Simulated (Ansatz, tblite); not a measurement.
Removing an electron: the cluster Rb₂F₃⁻ (the lowest singlet isomer of a short search). The state is a singlet with charge -1. Geometry: PBE0-D4/def2-SVPD. Ansatz, gas phase; energy differences of separate SCF runs; the oxidised species was run as a doublet alone.

```xyz
5

Rb   -1.883    0.556   -1.833
Rb    0.771   -0.222    0.740
F     0.334   -0.556   -2.013
F    -1.749    0.996    0.611
F     2.527   -0.773    2.496
```

In the def2 sets Rb takes a core potential; there is no spin–orbit coupling. The xTB rows come from tblite. The structure comes from a short search, and lower isomers may exist.

```tsv
level	−HOMO (eV)	vertical IE (eV)	−LUMO (eV)	HOMO–LUMO gap (eV)
GFN2-xTB	4.45	8.19	3.68	0.77
r2SCAN-D4/def2-TZVPD	0.56	3.95	-1.70	2.26
```

Q: Estimate the rows for PBE-D4/def2-TZVPD, PBE0-D4/def2-TZVPD.

A: 
```csv
level,−HOMO (eV),vertical IE (eV),−LUMO (eV),HOMO–LUMO gap (eV)
PBE-D4/def2-TZVPD,0.35,3.85,-1.25,1.60
PBE0-D4/def2-TZVPD,2.07,4.52,-1.60,3.67
```

 Raw xTB energy differences between charge states are shifted by several eV; the methods need an empirical correction for them.
